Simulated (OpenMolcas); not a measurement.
## Cu2+: moving or changing the point charges

Cu2+ among 6 point charges of -2.2 e arranged as an octahedron (Oh), 1.92 Å from the ion.
```
   1.9200    0.0000    0.0000  -2.20
   0.0000    1.9200    0.0000  -2.20
  -1.9200    0.0000    0.0000  -2.20
   0.0000   -1.9200    0.0000  -2.20
   0.0000    0.0000    1.9200  -2.20
   0.0000    0.0000   -1.9200  -2.20
```

```yaml
Program: OpenMolcas
Method: CASSCF
Basis: ANO-RCC-VDZP [5s4p2d1f]
Scalar_Hamiltonian: DKH2, point nucleus
Active_space: 9 electrons in 5 orbitals (3d)
State_averaging: 2S+1 = 2 even, 5 roots
Spin-orbit_coupling: state interaction with AMFI integrals over the reference wave functions
```

Runs around this geometry, states (labels of O, the rotations of Oh). Energies in cm-1 above the lowest state or level, χT in cm3 K/mol; 10Dq is the gap between the two states.

| R (Å) | q (e) | Ground state | First state of that spin | 10Dq | First gap with spin-orbit (degeneracies) | χT at 300 K |
| --- | --- | --- | --- | --- | --- | --- |
| 1.92 | -1.1 | 2E | 2T2 2375 | 2375 | 1884 (4, 2) | 0.937 |
| 1.92 | -2.2 | 2E | 2T2 4726 | 4726 | 4104 (4, 2) | 0.704 |
| 2.14 | -2.2 | 2E | 2T2 2929 | 2929 | 2393 (4, 2) | 0.860 |

Taking |10Dq| as R^-n, n = -ln(2929 / 4726) / ln(2.14 / 1.92) = 4.4 between the shortest and longest distance. The point-charge formula for a cubic d site gives n = 5.

Scaling the charges by -1.1 / -2.2 = 0.50 scales |10Dq| by 2375 / 4726 = 0.50; with fixed orbitals a first-order splitting would follow the charge.

An orbital doublet at a regular site is open to a Jahn-Teller distortion, which this geometry leaves out. The ground term spreads over less than 5000 cm-1, several times less than with real ligands, so orbital moments are less quenched and χT lies further from the spin-only value than at real sites. Point charges carry no covalency, so the field is a model and not that of real ligands. No measured value stands beside these numbers.
